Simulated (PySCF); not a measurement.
**Tl: electron affinity**

Tl⁻ [Xe] 4f14 5d10 6s2 6p2 (3P) → Tl [Xe] 4f14 5d10 6s2 6p1 (2P), as a difference of total energies. Computed with PySCF 2.14 in aug-cc-pVTZ-PP with one added diffuse shell each of d, f type with ECP60MDF (6s5p5d3f, 67 functions), with a scalar-relativistic core potential. Correlated levels: valence: 5s2 5p6 5d10 frozen. The calculations carry no spin-orbit coupling.

```
           method  electron affinity (eV)  difference from reference (eV)
              UHF                  -0.009                          -0.329
              LDA                   0.598                          +0.278
              PBE                   0.476                          +0.156
             PBE0                   0.414                          +0.094
           r2SCAN                   0.478                          +0.158
            B3LYP                   0.434                          +0.114
        BHandHLYP                   0.250                          -0.070
        CAM-B3LYP                   0.327                          +0.007
            B97-3                   0.247                          -0.073
    MP2 (valence)                   0.245                          -0.075
SCS-MP2 (valence)                   0.155                          -0.165
```

Reference: 0.320 eV (measured; photodetachment measurements, as compiled on the Wikipedia data page of electron affinities).

Spin-orbit coupling is strong in these open shells (close to jj coupling). The scalar numbers leave it out and a first-order estimate fails, so it can dominate the gap to the real levels.

Errors of the correlated levels include the incompleteness of this basis and the frozen core.

A negative affinity means that the anion lies above the atom at that level of theory.

In the anion the highest occupied orbital energy is positive at LDA, PBE, PBE0, r2SCAN, B3LYP, BHandHLYP, CAM-B3LYP, B97-3; the basis confines that electron, and the energy difference can still be sensible.
